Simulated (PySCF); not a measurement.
# Two-component Hartree-Fock for Cl³⁺ (chlorine, charge +3)

Start: [Ne] 3s2 3p2; 3p1/2 filled at m_j = -1/2, +1/2. Calculated with PySCF 2.14 in x2c-TZVPall-2c (5s6p2d1f, 40 functions): generalised Hartree-Fock with the X2C-1e Hamiltonian and a Gaussian nucleus; one run each with spin-orbit coupling (SO) switched off, then screened by Boettger's factors.

```
spinor shell  electrons  ε, spin-free (eV)  ε, screened SO (eV)  weight of nominal j (screened SO)  rms radius, screened SO (bohr)
       1s1/2          2            -2910.6              -2910.5                              1.000                           0.105
       2s1/2          2            -335.27              -335.25                              1.000                           0.477
       2p1/2          2            -264.38              -266.21                              0.852                           0.448
       3s1/2          2            -65.652              -65.645                              0.999                            1.51
       3p1/2          2            -52.890              -52.917                              0.526                            1.63
```

Question: Where does 2p3/2 lie, and what is the 2p spin-orbit splitting (screened SO)?

Answer: At -263.44 eV, 2.773 eV above 2p1/2.

```tsv
quantity	spin-free	screened SO
E (hartree)	-458.19027	-458.19363
M_J	0	0
⟨J²⟩	2.010	1.854
⟨L²⟩	2.007	2.008
⟨S²⟩	2.003	2.000
```

The determinant has a definite M_J but mixes levels of different J.

Each row is a mean over spinors that exchange with the open shell spreads, by up to 7.612 eV (3s1/2).

Rows whose weight is well below 1 are mixtures of j = l ± 1/2: exchange outweighs spin-orbit coupling there, and the label is only the starting occupation.

Without spin-orbit coupling the j labels of p, d and f shells carry no meaning; the spin-free column gives the mean over the occupied spinors of each nl shell.
